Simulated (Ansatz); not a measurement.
Basis-set extrapolation for C3H9BO (`BC(C)CO`) (PBE0-D4/def2-TZVP geometry, frozen core, Ansatz). Multiplicity 1, RHF reference.

```tsv
	def2-TZVPP	def2-QZVPP
HF	-218.438168	-218.448311
MP2 correlation	-0.880942	-0.939291
CCSD(T) correlation	-0.964210	not run
```

Energies in hartree. Use E(X) = E(∞) + A·exp(−7.88·√X) for Hartree–Fock and E(X) = E(∞) + B·X^(−2.97) for correlation, with X = 3 and 4, and add CCSD(T) minus MP2 of the smaller set to the MP2 limit.

**Question.** What is the CCSD(T) energy at the basis-set limit?

**Answer.** HF limit: -218.448311 + (-0.010143) × 0.13774 = -218.44971. MP2 limit: -0.939291 + (-0.058349) × 0.74074 = -0.98251. Higher-order term: -0.964210 − (-0.880942) = -0.08327. Total: -219.51549 hartree, 3.08 eV below CCSD(T)/def2-TZVPP.
